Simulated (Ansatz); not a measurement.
Ge₁₇H₂₄, a nanocrystal cut from cubic germanium. Charge 0, multiplicity 1. Geometry r2SCAN-D4/def2-SVP.

```csv
atom,x (Å),y (Å),z (Å)
Ge1,3.999,0.076,-2.352
Ge2,0.240,-2.451,-2.155
Ge3,-0.847,0.293,4.088
Ge4,-1.929,-2.068,1.093
Ge5,1.456,-0.008,0.828
Ge6,0.246,1.554,-2.612
Ge7,-2.062,1.869,0.655
Ge8,-3.143,-0.463,-2.375
Ge9,3.766,0.078,0.065
Ge10,1.434,0.255,3.250
Ge11,0.358,-2.105,0.249
Ge12,2.537,1.697,-3.413
Ge13,-0.850,-0.540,-3.186
Ge14,-1.938,-1.799,3.509
Ge15,-2.047,2.145,3.071
Ge16,-3.136,-0.229,0.047
Ge17,0.220,1.829,-0.193
H18,5.461,0.401,-2.720
H19,3.687,-1.331,-2.895
H20,-0.608,-3.712,-2.429
H21,1.639,-2.687,-2.759
H22,-0.835,0.465,5.624
H23,-2.617,-3.399,0.710
H24,-0.571,2.701,-3.253
H25,-2.824,3.039,-0.009
H26,-3.888,-1.751,-2.779
H27,-3.882,0.735,-3.006
H28,4.557,-1.102,0.667
H29,4.386,1.380,0.612
H30,2.214,-0.906,3.901
H31,2.152,1.571,3.619
H32,1.125,-3.271,0.916
H33,2.582,1.515,-4.944
H34,3.065,3.111,-3.094
H35,-0.850,-0.710,-4.723
H36,-1.193,-2.977,4.168
H37,-3.389,-1.801,4.033
H38,-3.494,2.189,3.603
H39,-1.364,3.478,3.440
H40,-4.589,-0.224,0.575
H41,0.932,3.154,0.174
```

Single mean-field runs in def2-SVP, def2-TZVP are fitted with def2-universal-jkfit.

(1) Estimate the orbital energies around the gap (eV) in Ansatz with PBE-D4/def2-SVP, PBE-D4/def2-TZVP, r2SCAN-D4/def2-TZVP, PBE0-D4/def2-SVP, PBE0-D4/def2-TZVP.

Answers

(1) 
| orbital | PBE-D4/def2-SVP | PBE-D4/def2-TZVP | r2SCAN-D4/def2-TZVP | PBE0-D4/def2-SVP | PBE0-D4/def2-TZVP |
| --- | --- | --- | --- | --- | --- |
| HOMO−9 | -6.78 | -6.81 | -7.08 | -7.81 | -7.81 |
| HOMO−8 | -6.75 | -6.79 | -7.06 | -7.80 | -7.78 |
| HOMO−7 | -6.69 | -6.72 | -6.99 | -7.71 | -7.69 |
| HOMO−6 | -6.59 | -6.62 | -6.89 | -7.61 | -7.60 |
| HOMO−5 | -6.54 | -6.57 | -6.83 | -7.53 | -7.53 |
| HOMO−4 | -6.47 | -6.51 | -6.77 | -7.49 | -7.50 |
| HOMO−3 | -6.38 | -6.41 | -6.66 | -7.36 | -7.35 |
| HOMO−2 | -6.29 | -6.31 | -6.56 | -7.24 | -7.23 |
| HOMO−1 | -6.21 | -6.25 | -6.50 | -7.19 | -7.18 |
| HOMO | -5.94 | -5.97 | -6.20 | -6.87 | -6.86 |
| LUMO | -1.72 | -1.82 | -1.66 | -1.04 | -1.12 |
| LUMO+1 | -1.59 | -1.69 | -1.53 | -0.88 | -0.98 |
| LUMO+2 | -1.50 | -1.62 | -1.48 | -0.84 | -0.94 |
| LUMO+3 | -1.45 | -1.56 | -1.41 | -0.79 | -0.85 |
| LUMO+4 | -1.42 | -1.55 | -1.39 | -0.74 | -0.84 |
| LUMO+5 | -1.41 | -1.53 | -1.35 | -0.69 | -0.79 |
